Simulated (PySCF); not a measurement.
NbO2Br, SMILES [O]=[Nb](=[O])[Br], multiplicity 1. Atoms are numbered in the order given.

```xyz
4

Nb     0.8071    -0.2195     0.0000
O      1.5954     0.4269     1.3740
O      1.5954     0.4269    -1.3740
Br    -1.6748     0.0620     0.0000
```

The structure is a stationary point at B3LYP-D3(BJ)/def2-SVP. The multiplicity is an assumed one; other spin states were not compared. The def2 effective core potentials stand for the cores of Nb; spin–orbit coupling is left out.

Computed with PySCF with PBE/def2-TZVPD.

The molecule is in vacuum.

Computed frontier levels, gap, dipole moment and polarisability:
The highest occupied level is -7.26 eV. The lowest empty level comes out as -4.73 eV. The orbital gap is 2.53 eV, the dipole moment is 4.10 D and the quadrupole, principal values (traceless, Buckingham form, about the centre of nuclear charge) is -8.85, -6.13, 14.98 D·Å. The mean static polarisability is 67.0 bohr³ (9.92 Å³) and the polarisability, principal values comes out as 47.3, 66.3, 87.4 bohr³.
